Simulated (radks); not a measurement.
The numbers below are computed, except where a source is named.
Effect of the nuclear size on neutral praseodymium, [Xe] 4f3 6s2. Code: a radial shooting solver on a logarithmic mesh with Libxc functionals. Model: Dirac Kohn-Sham, exchange-only LDA, spin-unpolarised, spherical densities, finite nucleus; open shells are shared between the two j in proportion to 2j + 1; Fermi nuclear charge, rms radius 4.8919 fm. The rms radius is varied about that value; shifts are against it.

rms radius (fm),total energy shift (eV),density at nucleus (e/bohr^3),1s1/2 shift (meV),2s1/2 shift (meV),5s1/2 shift (meV),5p1/2 shift (meV),6s1/2 shift (meV),6p1/2 (empty) shift (meV),4f7/2 shift (meV)
4.119,-3.39,4.308e+05,-1410,-174,-1.27,0.168,-0.064,0.045,0.250
4.481,-1.86,4.231e+05,-772,-95.2,-0.696,0.092,-0.035,0.024,0.137
4.8919,0,4.152e+05,0.000,0.000,0.000,0.000,0.000,0.000,0.000
5.3517,2.23,4.073e+05,927,114,0.835,-0.111,0.042,-0.029,-0.165
5.8214,4.67,4e+05,1940,239,1.75,-0.232,0.088,-0.062,-0.345

Slopes of the eigenvalues against <r^2> in GHz/fm^2, as finite differences over the two radii next to the reference (eigenvalue slopes, not the field-shift constants of lines): 1s1/2 48000, 2s1/2 5910, 5s1/2 43.2, 5p1/2 -5.73, 6s1/2 2.17, 6p1/2 (empty) -1.52, 4f7/2 -8.52.
